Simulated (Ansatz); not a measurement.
Task: Name a neutral molecule of C, O, Se, Zr and H with HOMO energy (B3LYP/def2-TZVPP) between -6.60 and -6.30 eV and LUMO energy (ωB97M-V/def2-TZVPP) between 0.60 and 0.90 eV (Ansatz, PBE0-D4/def2-TZVP geometry).

Result: `C[O][Zr]([SeH])([SeH])[O]C` (-6.36 eV, 0.69 eV). Other molecules can fit too; these were computed, each in one conformer that needn't be the lowest.

B3LYP here is the variant with VWN-RPA as its local correlation; programs differ in this.
